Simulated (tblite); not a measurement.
Input of a run (GFN2-xTB geometry optimisation, gas phase (tblite 0.8.0)), started from a force field or distance geometry:
```
{"job": {"kind": "relax", "xc": "GFN2-xTB", "basis": "xTB"}, "charge": 0, "multiplicity": 2}
F      3.012500     1.077700     1.091000
C      2.568400     0.256800     0.061300
C      1.097300     0.074700     0.110300
C      0.412200     0.708700     1.045400
C     -1.034500     0.535100     1.103000
C     -1.652900    -0.217600     0.203900
S     -3.444800    -0.387700     0.294900
C     -0.976000    -0.948000    -0.884400
C      0.498200    -0.788600    -0.929900
H      3.075300    -0.728600     0.258400
H      2.901400     0.581000    -0.935900
H      0.958200     1.310100     1.768500
H     -1.650000     1.022900     1.858000
H     -4.070700     0.626100    -0.477900
H     -1.425400    -0.549900    -1.840500
H     -1.176200    -2.045400    -0.792800
H      0.900000    -0.515200    -1.943200
```

Output (eV, eV/Å):
```
step      E/eV     max force
  0    -732.77012    3.843
  1    -733.19774    2.139
  2    -733.37624    1.584
  3    -733.59728    1.023
  4    -733.72142    0.754
  5    -733.77122    0.516
  6    -733.81560    0.471
  7    -733.85655    0.457
  8    -733.88339    0.436
  9    -733.90150    0.232
 10    -733.91130    0.222
 11    -733.91990    0.282
 12    -733.92982    0.276
 13    -733.93713    0.202
 14    -733.94166    0.139
 15    -733.94475    0.174
 16    -733.94722    0.157
 17    -733.94957    0.121
 18    -733.95192    0.149
 19    -733.95478    0.149
 20    -733.95810    0.170
 21    -733.96126    0.131
 22    -733.96390    0.114
 23    -733.96643    0.137
 24    -733.96975    0.164
 25    -733.97502    0.230
 26    -733.98246    0.251
 27    -733.99023    0.208
 28    -733.99646    0.167
 29    -734.00096    0.174
 30    -734.00561    0.186
 31    -734.00987    0.199
 32    -734.01406    0.192
 33    -734.01827    0.167
 34    -734.02491    0.212
 35    -734.02957    0.223
 36    -734.03842    0.226
 37    -734.04507    0.226
 38    -734.05125    0.245
 39    -734.05408    0.386
 40    -734.06144    0.212
 41    -734.06735    0.222
 42    -734.07410    0.183
 43    -734.07844    0.164
 44    -734.08389    0.153
 45    -734.08729    0.181
 46    -734.09139    0.220
 47    -734.09473    0.190
 48    -734.10275    0.159
 49    -734.10542    0.137
 50    -734.11050    0.148
 51    -734.11381    0.151
 52    -734.11680    0.113
 53    -734.11853    0.086
 54    -734.11984    0.080
 55    -734.12107    0.062
 56    -734.12207    0.061
 57    -734.12269    0.058
 58    -734.12320    0.064
 59    -734.12383    0.066
 60    -734.12455    0.070
 61    -734.12521    0.063
 62    -734.12573    0.059
 63    -734.12616    0.051
 64    -734.12655    0.051
 65    -734.12690    0.044
 66    -734.12721    0.061
 67    -734.12758    0.050
 68    -734.12804    0.042
 69    -734.12835    0.036
 70    -734.12860    0.040
 71    -734.12886    0.040
 72    -734.12925    0.046
 73    -734.12977    0.056
 74    -734.13034    0.050
 75    -734.13084    0.052
 76    -734.13080    0.115
 77    -734.13147    0.049
 78    -734.13177    0.056
 79    -734.13277    0.048
 80    -734.13306    0.050
 81    -734.13370    0.049
 82    -734.13406    0.031
 83    -734.13436    0.027
 84    -734.13453    0.044
 85    -734.13467    0.028
 86    -734.13480    0.039
 87    -734.13496    0.037
 88    -734.13508    0.038
 89    -734.13518    0.032
 90    -734.13529    0.028
 91    -734.13542    0.028
 92    -734.13558    0.034
 93    -734.13574    0.030
 94    -734.13587    0.029
 95    -734.13599    0.024
 96    -734.13611    0.026
 97    -734.13622    0.030
 98    -734.13633    0.036
 99    -734.13650    0.040
100    -734.13679    0.041
101    -734.13723    0.049
102    -734.13774    0.047
103    -734.13808    0.041
104    -734.13819    0.043
105    -734.13829    0.026
106    -734.13838    0.023
107    -734.13849    0.020
108    -734.13858    0.019
109    -734.13864    0.020
110    -734.13870    0.020
111    -734.13877    0.016
112    -734.13881    0.014
113    -734.13884    0.013
114    -734.13887    0.018
115    -734.13892    0.026
116    -734.13902    0.033
117    -734.13917    0.037
118    -734.13937    0.033
119    -734.13961    0.039
120    -734.13994    0.043
121    -734.14008    0.075
122    -734.14058    0.053
123    -734.14094    0.043
124    -734.14162    0.053
125    -734.14204    0.077
126    -734.14264    0.098
127    -734.14318    0.061
128    -734.14354    0.085
129    -734.14387    0.039
130    -734.14415    0.037
131    -734.14460    0.087
132    -734.14486    0.038
133    -734.14510    0.036
134    -734.14539    0.126
135    -734.14584    0.034
136    -734.14606    0.030
137    -734.14608    0.125
138    -734.14654    0.020
139    -734.14668    0.019
140    -734.14689    0.040
141    -734.14696    0.019
142    -734.14702    0.012
143    -734.14705    0.009
```

Summarise the run.

The energy falls by 1.377 eV over 143 L-BFGS steps, the largest force on an atom goes from 3.84 to 0.009 eV/Å, and the atoms move by 0.536 Å rms after alignment. The bond that changes most is C3–C9 (ends: carbon bonded to 3 C; carbon bonded to 2 C and H), which shortens by 0.124 Å. Bonds longer at the end by more than 0.005 Å: 5 of 17; shorter: 12. Among the angles that change most is C6–S7–H14, from 110.1° to 96.5°. Among the dihedrals that turn most is C8–C6–S7–H14, from -90° to -1°. The energy rose by more than 1e-5 eV at step 76. The first step brought 31 % of the lowering.

What are the final bond lengths?

F1–C2 1.377 Å, C2–C3 1.504 Å, C3=C4 1.414 Å, C4–C5 1.391 Å, C5=C6 1.367 Å, C6–S7 1.756 Å, C6–C8 1.493 Å, C8–C9 1.494 Å, C3–C9 1.354 Å, C2–H10 1.097 Å, C2–H11 1.094 Å, C4–H12 1.077 Å, C5–H13 1.080 Å, S7–H14 1.334 Å, C8–H15 1.102 Å, C8–H16 1.103 Å, C9–H17 1.080 Å. Numbering counts from 1 in the input's order; the species is `FCC1=CC=C(S)C[CH]1` [radical].

Time: 1.1 s of wall time. Hardware: one thread, Arm Neoverse V1 (aarch64), no GPU, shared host with 32 logical CPUs at a one-minute load of 20.

Its GFN2-xTB frequencies are all real (lowest 31 cm⁻¹). 2 starts were optimised and ended at 0.00 and 0.37 kcal/mol (GFN2-xTB); the lowest of these is shown.

One conformer stands for the species.

These are computed values.
